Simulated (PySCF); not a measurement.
# Exercise with solution: oscillator strength and radiative lifetime

C₃H₈Si₂, SMILES C=C1C[SiH2][SiH2]1.

Geometry: B3LYP-D3(BJ)/def2-SVP. The structure was generated by enumeration, and PubChem lists no compound with its InChIKey, so it may never have been made.

TDA-PBE/def2-SVPD in PySCF 2.14.0 puts the first singlet state with f over 0.02 at 5.63 eV (vertical), with the transition dipole (0.445, -0.659, -0.253) in atomic units.

Problem. Find the oscillator strength, the wavelength and the radiative lifetime that this transition would have in vacuum if emission retraced absorption.

Solution. 
|μ|² = 0.6963 au, so |μ| = 2.12 D. ΔE = 5.63/27.211 = 0.2069 hartree. f = (2/3) ΔE |μ|² = 0.096 (the program prints 0.096).
λ = 1239.84/5.63 = 220 nm; ν = 45409 cm⁻¹.
Einstein's coefficient A = 0.6670 ν² f s⁻¹ (ν in cm⁻¹) = 1.3e8 s⁻¹, so τ = 1/A = 7.6 ns. This state is S3; the lower singlets have f = 0.013, 0.003. The figure is the radiative limit of this one transition; relaxation, internal conversion, crossing to triplets and a medium change what is measured.
